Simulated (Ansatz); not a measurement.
Saddle point of BSi₂NH₈Cl₂O, closed shell (BSi₂NH₆Cl₂ ([SiH3][N]([SiH3])[B]([Cl])[Cl]) + H₂O → BSi₂NH₇ClO ([OH][B]([Cl])[N]([SiH3])[SiH3]) + HCl; bonds formed: B1–O8, Cl2–H7; bonds broken: B1–Cl2, H7–O8), PBE0-D4/def2-TZVP structure:

| atom | x (Å) | y (Å) | z (Å) |
| --- | --- | --- | --- |
| B1 | 0.4992 | -0.7519 | -0.6938 |
| Cl2 | 0.4416 | -2.5739 | 0.7752 |
| Cl3 | 0.0427 | -1.3668 | -2.3037 |
| N4 | -0.1952 | 0.3135 | -0.0933 |
| Si5 | 0.2313 | 0.9629 | 1.4812 |
| Si6 | -1.7432 | 0.8128 | -0.7529 |
| H7 | 1.7785 | -1.7380 | 0.2346 |
| O8 | 1.9898 | -0.8755 | -0.4399 |
| H9 | 0.2544 | 2.4448 | 1.3894 |
| H10 | 1.5702 | 0.4677 | 1.8716 |
| H11 | -0.7788 | 0.5605 | 2.4900 |
| H12 | -1.5730 | 1.4451 | -2.0829 |
| H13 | -2.2700 | 1.8167 | 0.2085 |
| H14 | -2.6863 | -0.3262 | -0.8472 |
| H15 | 2.4386 | -1.1917 | -1.2368 |

Energies are electronic, without zero-point energy. Barriers and step energies count from the start structure reached by relaxing down the imaginary mode; all methods use the PBE0-D4 structures, on which another method's saddle can fall below an end. Ansatz 0.2.0; basis: def2-TZVPP, with def2-QZVPP for the basis limit; cores frozen in the correlated methods. B3LYP uses VWN-RPA correlation. Extrapolation: Hartree–Fock as exp(−7.88 √X), correlation as X^−2.97.

| method | barrier (kcal/mol) | step energy (kcal/mol) |
| --- | --- | --- |
| SPW92 | 4.38 | -12.30 |
| PBE-D4 | 12.97 | -9.62 |
| BLYP-D4 | ? | -10.58 |
| r2SCAN-D4 | ? | -10.59 |
| B97M-V | 17.79 | -10.69 |
| PBE0-D4 | 14.77 | -10.02 |
| B3LYP-D4 | ? | -11.10 |
| r2SCAN0-D4 | 14.98 | -10.77 |
| BHLYP-D4 | 18.99 | -11.65 |
| CAM-B3LYP-D4 | 16.39 | -12.48 |
| wB97X-V | 17.42 | -10.39 |
| wB97M-V | 16.69 | -9.96 |
| B2PLYP | 17.81 | -11.63 |
| PBE-QIDH | 16.34 | -10.33 |
| RPA on PBE | 19.01 | -10.51 |
| HF | 26.47 | -13.78 |
| MP2 | 17.55 | -9.32 |
| CCSD | 20.10 | -11.35 |
| CCSD(T) | 18.45 | -10.72 |

Question: Fill in the withheld barriers. (An estimate is asked for; the value comes from the calculation.)

Answer: Computed: B3LYP-D4 16.73; r2SCAN-D4 13.64; BLYP-D4 15.53 kcal/mol. Each is the energy of the saddle less that of the start structure, by the same method.

For comparison, the barrier by CCSD(T) at an estimated basis limit (MP2 extrapolated from triple and quadruple zeta, plus CCSD(T) − MP2 in triple zeta) is 18.13 kcal/mol.

No T1 diagnostic of these runs exceeds 0.012.

The step is the kind of ligand exchange by which a precursor binds to a hydroxyl group, or is hydrolysed, in atomic layer deposition of oxides. Here a small cluster stands in for the surface site.

Labels in which every atom is bracketed show which atoms are joined, not bond orders.

For scale, one of the runs: CCSD(T)/def2-TZVPP, 373 basis functions, launched by `ansatz run in.yaml --threads 4 --pin off --events-out ev --progress --plain --max-ram 46080MiB --backend cuda --devices 0, --max-vram 37GiB`. Hardware: 4 CPU threads of an AMD EPYC 7R13 and a share of one NVIDIA H100, shared host. Wall time 8.5 s; peak host memory 0.92 GiB.
